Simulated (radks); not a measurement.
Initial-state core-level shifts of the rhenium ion Re+ when its valence configuration changes from [Xe] 4f14 5d5 6s1. Calculated with a radial shooting solver on a logarithmic mesh with Libxc functionals: scalar-relativistic Kohn-Sham, BLYP, spin-polarised, spherical densities, finite nucleus; open shells are filled with parallel spins first (spin-orbit coupling, left out, can overturn this in heavy ions); Fermi nuclear charge, rms radius 5.3698 fm. Shifts are changes of the shell-averaged eigenvalues in eV (positive: less bound); the change of the density at the nucleus, which sets a Mossbauer isomer shift, is in e/bohr^3, on a base of 1.65e+06.

| valence | 2p | 3d | 4s | 4d | density at nucleus |
|---|---|---|---|---|---|
| 4f13 5d6 6s1 | -11.262 | -12.769 | -11.562 | -10.723 | +94.2 |
| 4f14 5d6 | +2.369 | +2.354 | +2.343 | +2.354 | -117.1 |
| 4f14 5d5 6p1 | -1.527 | -1.534 | -1.541 | -1.538 | -110.9 |
| 4f14 5d5.5 6p0.5 | +0.462 | +0.449 | +0.439 | +0.446 | -114.2 |
| 4f14 5d4 6s2 | -3.232 | -3.202 | -3.173 | -3.181 | +118.4 |
| 4f13 5d5 6s1 6p1 | -15.721 | -17.208 | -15.977 | -15.142 | +117.0 |
| 4f13 5d5.5 6p1.5 | -14.974 | -16.482 | -15.271 | -14.432 | -16.2 |
| 4f13 5d5 6s0.5 6p1.5 | -16.470 | -17.962 | -16.734 | -15.897 | +53.8 |
| 4f13 5d5 6s2 | -14.349 | -15.830 | -14.595 | -13.762 | +218.7 |
